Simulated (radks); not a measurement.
Values are calculated unless marked as measured or tabulated.
Q: The mean radii <r> (bohr) of the occupied orbitals of an atom or ion are listed with their occupations. Code: a radial shooting solver on a logarithmic mesh with Libxc functionals. Model: non-relativistic Kohn-Sham, LDA (Slater exchange, Perdew-Wang correlation), spin-unpolarised, spherical densities, point nucleus.

orbital  occ.      <r>
1s          2  0.02620
2s          2   0.1114
2p          6  0.09462
3s          2   0.2762
3p          6   0.2638
3d          4   0.2311

Name the element and its charge.

A: Z = 58, cerium, charge +36: Ce36+ in [Ar] 3d4. The 1s radius gives Z: for a bare nucleus <r> = 1.5/Z, 0.02586 bohr for Z = 58, and screening makes it slightly larger (0.02620 here). The occupations add up to 22, and the charge is Z minus that.
